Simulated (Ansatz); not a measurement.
Problem. Name a neutral molecule of C, N, O, Si and H with LUMO energy (B3LYP/def2-TZVPP) between -0.30 and 0.00 eV and LUMO energy (PBE/def2-TZVPP) between -1.00 and -0.70 eV (Ansatz, PBE0-D4/def2-TZVP geometry).

Solution. `CN([SiH2]O)[SiH2]O` (-0.12 eV, -0.71 eV); `CO[Si@@H](N)[Si@@H](N)OC` (-0.25 eV, -0.85 eV). Other molecules can fit too; these were computed, each in one conformer that needn't be the lowest.

B3LYP here is the variant with VWN-RPA as its local correlation; programs differ in this.
